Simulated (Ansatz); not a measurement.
`CCC1C=CC=C1`, relaxed with RKS PBE0-D4/def2-TZVP in the Gaussian-basis code of Ansatz from a PBE-D4/def2-SVP geometry. The force threshold is 0.005 eV/Å; the program also tests the step.

Charge 0, multiplicity 1.

Start:

```xyz
17

C     2.167    0.605    0.753
C     0.981   -0.357    0.830
C     0.061   -0.325   -0.412
C    -1.062   -1.331   -0.369
C    -2.250   -0.695   -0.560
C    -2.001    0.742   -0.735
C    -0.662    0.979   -0.649
H     2.821    0.506    1.642
H     2.792    0.407   -0.144
H     1.837    1.662    0.701
H     0.363   -0.133    1.726
H     1.351   -1.397    0.962
H     0.698   -0.540   -1.307
H    -0.906   -2.406   -0.201
H    -3.243   -1.165   -0.583
H    -2.783    1.495   -0.909
H    -0.163    1.953   -0.745
```

(1) By how much does the energy fall, and how many steps does the optimiser take? (Best estimate.)

(2) Which bonds change most? (Estimate.)

(3) Give the relaxed structure. (Estimate.)

## Answers

(1) Ansatz gave: 1.96 kcal/mol, in 8 steps, 1 of them rejected.

(2) Ansatz gave: C6–C7 from 1.362 to 1.341 Å; C4–C5 from 1.361 to 1.341 Å; C5–H15 from 1.100 to 1.083 Å; C6–H16 from 1.100 to 1.083 Å.

(3) The calculation gave: 
```xyz
17

C     2.143    0.601    0.743
C     0.968   -0.357    0.824
C     0.066   -0.325   -0.414
C    -1.053   -1.319   -0.372
C    -2.223   -0.690   -0.551
C    -1.974    0.739   -0.721
C    -0.655    0.969   -0.640
H     2.776    0.520    1.629
H     2.766    0.390   -0.131
H     1.810    1.639    0.671
H     0.356   -0.133    1.703
H     1.338   -1.379    0.954
H     0.694   -0.536   -1.295
H    -0.903   -2.378   -0.211
H    -3.202   -1.152   -0.570
H    -2.743    1.483   -0.886
H    -0.164    1.927   -0.733
```
